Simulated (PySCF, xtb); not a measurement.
Ga(F)(Br)(Me) (CH3BrFGa), SMILES [CH3][Ga]([F])[Br].

xtb with GFN2-xTB at its own geometry gives an orbital gap of 4.05 eV and a dipole moment of 5.86 D.

Geometry optimised at B3LYP-D3(BJ)/def2-SVP.

Q: What does r2SCAN/def2-TZVP (PySCF) give? (An estimate is asked for; the answer gives what the named calculation found.)

A: gap 5.89 eV (levels -7.53 and -1.64 eV), dipole 3.01 D.
